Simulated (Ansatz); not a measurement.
`B[Se]C` + `O=[C](O)[GeH3]` → `BO[C](=O)[GeH3]` + `C[SeH]` at 400 K and 1 bar (ligand exchange at a B–Se bond).

Isolated molecules relaxed with PBE0-D4/def2-TZVP in Ansatz; ΔE leaves out vibrations. CBS: MP2 limit from def2 TZ/QZ plus the TZ coupled-cluster correction, frozen cores. For Ge, Se outer-core shells are correlated without core-valence functions, which leaves a few kJ/mol of doubt a bond. Scalar relativity is left out up to krypton. Each species was taken in one conformer, which may not be the lowest.

```
          species  CCSD(T)/CBS energy (Eh)  H − E (kJ/mol)  S (J/(mol·K))
         `B[Se]C`              -2466.56684           177.7          325.4
 `O=[C](O)[GeH3]`              -2266.90720           150.8          358.6
`BO[C](=O)[GeH3]`              -2292.31995           186.4          392.1
         `C[SeH]`              -2441.15625           135.4          284.5
```

H − E and S are ideal-gas, rigid-rotor, harmonic terms from PBE0-D4/def2-TZVP, for one conformer and one mirror image of each species. 1 Eh = 2625.50 kJ/mol, R = 8.31446 J/(mol·K).

Task: By hand: ΔE, ΔH, ΔS and ΔG.

Result: ΔE = (-2292.31995) + (-2441.15625) − (-2466.56684) − (-2266.90720) = -0.00216 Eh = -5.7 kJ/mol. Δ(H − E) = 186.4 + 135.4 − 177.7 − 150.8 = -6.7, so ΔH = -12.4 kJ/mol. ΔS = 392.1 + 284.5 − 325.4 − 358.6 = -7.4 J/(mol·K). ΔG = -12.4 − 400 × (-7.4)/1000 = -9.4 kJ/mol.

Task: By hand: the equilibrium constant, and the temperature at which ΔG would vanish if ΔH and ΔS stayed fixed.

Result: log₁₀ K = −ΔG/(RT ln 10) = 1.2. ΔG = 0 at ΔH/ΔS = 1676 K, though so small a ΔS makes that figure unsure.

The number of gas molecules stays the same, so ΔS is small and ΔH decides. A doubt of 5 kJ/mol in ΔE shifts log₁₀ K by 0.7 here. Other conformers and mirror images would add mixing entropy, several J/(mol·K) or more a flexible species. Modes under 60 cm⁻¹, often nearly free rotors, make the harmonic entropy too high. These are equilibria of isolated gas molecules and say nothing of rates. Largest T1 diagnostic: 0.015 (customary marks: 0.02 for closed shells, 0.045 for open ones).
